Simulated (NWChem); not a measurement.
System: C$_{2}$H$_{5}$O$_{2}$ cation; SMILES COC=[OH+]

The following NWChem deck was run.

```
start job
memory heap 200 mb stack 900 mb global 1100 mb
charge 1
geometry units angstroms
  C     -1.528449     0.228550    -0.184503
  O     -0.387483    -0.599854    -0.475077
  C      0.768400    -0.356247    -0.064215
  O      1.173194     0.603843     0.648918
  H     -1.399541     1.228326    -0.594063
  H     -2.373766    -0.253744    -0.674758
  H     -1.716477     0.271084     0.894778
  H      1.539924    -1.076350    -0.364509
  H      0.533010     1.283636     0.951222
end
basis spherical
  * library 6-31g*
end
dft
  xc b3lyp
  iterations 150
end
driver
  maxiter 120
end
task dft optimize
task dft freq
```

NWChem printed, in part:

```
             Northwest Computational Chemistry Package (NWChem) 7.3.0
             --------------------------------------------------------

 C1  symmetry detected

                             Geometry "geometry" -> ""
                             -------------------------

 Output coordinates in angstroms (scale by  1.889725989 to convert to a.u.)

  No.       Tag          Charge          X              Y              Z
 ---- ---------------- ---------- -------------- -------------- --------------
    1 C                    6.0000     0.47806714    -1.42534177     0.00073757
    2 O                    8.0000    -0.65896061    -0.54235968     0.00014094
    3 C                    6.0000    -0.56770657     0.70499354    -0.00018956
    4 O                    8.0000     0.46830061     1.42671270     0.00031096
    5 H                    1.0000     1.07773153    -1.28916765     0.89838335
    6 H                    1.0000     0.06618232    -2.43421474    -0.00593567
    7 H                    1.0000     1.08648651    -1.28052279    -0.89974257
    8 H                    1.0000    -1.52000675     1.25006044    -0.00092612
    9 H                    1.0000     1.35272303     1.00110989     0.00131773

 Effective nuclear repulsion energy (a.u.)     131.0907139330

                                Z-matrix (autoz)
                                --------

 Units are Angstrom for bonds and degrees for angles

      Type          Name      I     J     K     L     M      Value
      ----------- --------  ----- ----- ----- ----- ----- ----------
    1 Stretch                  1     2                       1.43961
    2 Stretch                  1     5                       1.08808
    3 Stretch                  1     6                       1.08973
    4 Stretch                  1     7                       1.09636
    5 Stretch                  2     3                       1.25069
    6 Stretch                  3     4                       1.26261
    7 Stretch                  3     8                       1.09726
    8 Stretch                  4     9                       0.98150
    9 Bend                     1     2     3               123.64766
   10 Bend                     2     1     5               111.03058
   11 Bend                     2     1     6               105.62306
   12 Bend                     2     1     7               110.91268
   13 Bend                     2     3     4               129.04662
   14 Bend                     2     3     8               115.60128
   15 Bend                     3     4     9               119.43973
   16 Bend                     4     3     8               115.35210
   17 Bend                     5     1     6               109.22170
   18 Bend                     5     1     7               110.80658
   19 Bend                     6     1     7               109.08743
   20 Torsion                  1     2     3     4          -0.02308
   21 Torsion                  1     2     3     8         179.98305
   22 Torsion                  2     3     4     9          -0.01675
   23 Torsion                  3     2     1     5          62.09436
   24 Torsion                  3     2     1     6        -179.62665
   25 Torsion                  3     2     1     7         -61.56926
   26 Torsion                  8     3     4     9         179.97713

                           NWChem Geometry Optimization
                           ----------------------------

 maximum gradient threshold         (gmax) =   0.000450
 rms gradient threshold             (grms) =   0.000300
 maximum cartesian step threshold   (xmax) =   0.001800
 rms cartesian step threshold       (xrms) =   0.001200
 fixed trust radius                (trust) =   0.300000
 source of zmatrix                         =   autoz

          -------------------
          Energy Minimization
          -------------------

 Using diagonal initial Hessian
 Scaling for Hessian diagonals: bonds = 1.00  angles = 0.25  torsions = 0.10

          --------
          Step   0

                                 NWChem DFT Module
                                 -----------------

 Summary of "ao basis" -> "ao basis" (spherical)
 ------------------------------------------------------------------------------
       Tag                 Description            Shells   Functions and Types
 ---------------- ------------------------------  ------  ---------------------
 C                           6-31g*                  6       14   3s2p1d
 O                           6-31g*                  6       14   3s2p1d
 H                           6-31g*                  2        2   2s

            General Information
            -------------------
          SCF calculation type: DFT
          Wavefunction type:  closed shell.
          No. of atoms     :     9
          No. of electrons :    32
           Alpha electrons :    16
            Beta electrons :    16
          Charge           :     1
          Spin multiplicity:     1
          Use of symmetry is: off; symmetry adaption is: off
          Maximum number of iterations: 150
          AO basis - number of functions:    66
                     number of shells:    34
          Convergence on energy requested:  1.00D-06
          Convergence on density requested:  1.00D-05
          Convergence on gradient requested:  5.00D-04

              XC Information
              --------------
                         B3LYP Method XC Potential
                     Hartree-Fock (Exact) Exchange  0.200
                        Slater Exchange Functional  0.800 local
                    Becke 1988 Exchange Functional  0.720 non-local
              Lee-Yang-Parr Correlation Functional  0.810
                  VWN I RPA Correlation Functional  0.190 local

             Grid Information
             ----------------
          Grid used for XC integration:  medium
          Radial quadrature: Mura-Knowles
          Angular quadrature: Lebedev.
          Tag              B.-S. Rad. Rad. Pts. Rad. Cut. Ang. Pts.
          ---              ---------- --------- --------- ---------
          C                   0.70       49           9.0       434
          O                   0.60       49          10.0       434
          H                   0.35       45          10.0       434
          Grid pruning is: on
          Number of quadrature shells:   421
          Spatial weights used:  Erf1

      Superposition of Atomic Density Guess
      -------------------------------------

 Sum of atomic energies:        -227.32037546

 Renormalizing density from      33.00 to     32

      Non-variational initial energy
      ------------------------------

 Total energy =    -224.775449
 1-e energy   =    -552.179238
 2-e energy   =     196.313075
 HOMO         =      -0.733085
 LUMO         =      -0.325033

   convergence    iter        energy       DeltaE   RMS-Dens  Diis-err
 ---------------- ----- ----------------- --------- --------- ---------
 d= 0,ls=0.0,diis     1   -229.2237306227 -3.60D+02  1.92D-02  1.45D+00
 d= 0,ls=0.0,diis     2   -229.0915990661  1.32D-01  1.15D-02  2.95D+00
 d= 0,ls=0.0,diis     3   -229.3574318275 -2.66D-01  2.27D-03  3.83D-02
 d= 0,ls=0.0,diis     4   -229.3584934296 -1.06D-03  1.26D-03  2.87D-02
 d= 0,ls=0.0,diis     5   -229.3610931350 -2.60D-03  2.56D-04  7.81D-04
  Resetting Diis
 d= 0,ls=0.0,diis     6   -229.3611765440 -8.34D-05  3.89D-05  1.85D-05
 d= 0,ls=0.0,diis     7   -229.3611786266 -2.08D-06  1.22D-05  5.56D-07
 d= 0,ls=0.0,diis     8   -229.3611786185  8.15D-09  6.57D-06  6.32D-07

         Total DFT energy =     -229.361178618483
      One electron energy =     -563.023722128269
           Coulomb energy =      232.187364994959
    Exchange-Corr. energy =      -29.615535418149
 Nuclear repulsion energy =      131.090713932976

 Numeric. integr. density =       32.000016432750

                       DFT Final Molecular Orbital Analysis
                       ------------------------------------

[...]

      ----------------------
      Optimization converged
      ----------------------

  Step       Energy      Delta E   Gmax     Grms     Xrms     Xmax
  ---- ---------------- -------- -------- -------- -------- --------
@    5    -229.36306731 -9.4D-08  0.00005  0.00001  0.00025  0.00071
                                     ok       ok       ok       ok

                                Z-matrix (autoz)
                                --------

 Units are Angstrom for bonds and degrees for angles

      Type          Name      I     J     K     L     M      Value     Gradient
      ----------- --------  ----- ----- ----- ----- ----- ---------- ----------
    1 Stretch                  1     2                       1.48023   -0.00000
    2 Stretch                  1     5                       1.09227   -0.00000
    3 Stretch                  1     6                       1.08725   -0.00000
    4 Stretch                  1     7                       1.09229   -0.00000
    5 Stretch                  2     3                       1.26489   -0.00001
    6 Stretch                  3     4                       1.28203    0.00003
    7 Stretch                  3     8                       1.08901   -0.00001
    8 Stretch                  4     9                       0.98123   -0.00005
    9 Bend                     1     2     3               123.45644    0.00001
   10 Bend                     2     1     5               108.81932   -0.00000
   11 Bend                     2     1     6               103.98450    0.00000
   12 Bend                     2     1     7               108.85161   -0.00000
   13 Bend                     2     3     4               127.81723   -0.00001
   14 Bend                     2     3     8               116.68854    0.00001
   15 Bend                     3     4     9               116.61678    0.00000
   16 Bend                     4     3     8               115.49423   -0.00001
   17 Bend                     5     1     6               110.71960    0.00000
   18 Bend                     5     1     7               113.30440    0.00000
   19 Bend                     6     1     7               110.71025    0.00000
   20 Torsion                  1     2     3     4          -0.02673   -0.00000
   21 Torsion                  1     2     3     8         179.97591    0.00000
   22 Torsion                  2     3     4     9          -0.01509    0.00000
   23 Torsion                  3     2     1     5          62.23011    0.00000
   24 Torsion                  3     2     1     6        -179.73122    0.00000
   25 Torsion                  3     2     1     7         -61.68835    0.00001
   26 Torsion                  8     3     4     9         179.98230   -0.00000

                         Geometry "geometry" -> "geometry"
                         ---------------------------------

 Output coordinates in angstroms (scale by  1.889725989 to convert to a.u.)

  No.       Tag          Charge          X              Y              Z
 ---- ---------------- ---------- -------------- -------------- --------------
    1 C                    6.0000     0.50692024    -1.44167308    -0.00131543
    2 O                    8.0000    -0.67004803    -0.54399734    -0.00092531
    3 C                    6.0000    -0.58453626     0.71799777    -0.00030682
    4 O                    8.0000     0.47905718     1.43380359     0.00055729
    5 H                    1.0000     1.07917487    -1.27278193     0.91359361
    6 H                    1.0000     0.07602746    -2.43988115    -0.00676845
    7 H                    1.0000     1.08489684    -1.26545740    -0.91125506
    8 H                    1.0000    -1.52223348     1.27177608    -0.00048375
    9 H                    1.0000     1.33355836     0.95148341     0.00100054

 Effective nuclear repulsion energy (a.u.)     129.7242962021

                Final and change from initial internal coordinates
                --------------------------------------------------

                                Z-matrix (autoz)
                                --------

 Units are Angstrom for bonds and degrees for angles

[...]

 Rotational Constants
 --------------------
 A=   0.644857 cm-1  (  0.927784 K)
 B=   0.205360 cm-1  (  0.295461 K)
 C=   0.160742 cm-1  (  0.231267 K)

 Temperature                      =   298.15K
 frequency scaling parameter      =   1.0000

 Zero-Point correction to Energy  =   47.067 kcal/mol  (  0.075006 au)
 Thermal correction to Energy     =   50.069 kcal/mol  (  0.079790 au)
 Thermal correction to Enthalpy   =   50.661 kcal/mol  (  0.080734 au)

 Total Entropy                    =   69.031 cal/mol-K
   - Translational                =   38.229 cal/mol-K (mol. weight =  61.0289)
   - Rotational                   =   23.832 cal/mol-K (symmetry #  =        1)
   - Vibrational                  =    6.971 cal/mol-K

 Cv (constant volume heat capacity) =   14.973 cal/mol-K
   - Translational                  =    2.979 cal/mol-K
   - Rotational                     =    2.979 cal/mol-K
   - Vibrational                    =    9.014 cal/mol-K

[normal modes left out]

 ----------------------------------------------------------------------------
 Normal Eigenvalue ||           Projected Infra Red Intensities
  Mode   [cm**-1]  || [atomic units] [(debye/angs)**2] [(KM/mol)] [arbitrary]
 ------ ---------- || -------------- ----------------- ---------- -----------
    1       -0.000 ||    0.008972           0.207         8.747       1.827
    2       -0.000 ||    0.008267           0.191         8.059       1.684
    3        0.000 ||    0.001446           0.033         1.409       0.294
    4        0.000 ||    0.010527           0.243        10.262       2.144
    5        0.000 ||    0.010504           0.242        10.240       2.139
    6        0.000 ||    0.014257           0.329        13.898       2.904
    7      130.041 ||    0.000079           0.002         0.077       0.016
    8      260.171 ||    0.002392           0.055         2.332       0.487
    9      327.754 ||    0.000205           0.005         0.200       0.042
   10      690.957 ||    0.177653           4.099       173.185      36.181
   11      693.321 ||    0.050305           1.161        49.039      10.245
   12      836.220 ||    0.045489           1.049        44.345       9.264
   13     1060.791 ||    0.009106           0.210         8.877       1.855
   14     1151.529 ||    0.133744           3.086       130.380      27.239
   15     1168.226 ||    0.004752           0.110         4.632       0.968
   16     1212.945 ||    0.023971           0.553        23.368       4.882
   17     1406.821 ||    0.060193           1.389        58.679      12.259
   18     1417.393 ||    0.074501           1.719        72.627      15.173
   19     1467.030 ||    0.042876           0.989        41.798       8.732
   20     1493.252 ||    0.003763           0.087         3.668       0.766
   21     1523.672 ||    0.026660           0.615        25.990       5.430
   22     1695.884 ||    0.440931          10.173       429.841      89.801
   23     3091.675 ||    0.000943           0.022         0.919       0.192
   24     3193.806 ||    0.000005           0.000         0.005       0.001
   25     3239.000 ||    0.006105           0.141         5.951       1.243
   26     3249.353 ||    0.015507           0.358        15.117       3.158
   27     3629.539 ||    0.152576           3.520       148.739      31.074
 ----------------------------------------------------------------------------
```

Level: B3LYP/6-31G* (spherical d).
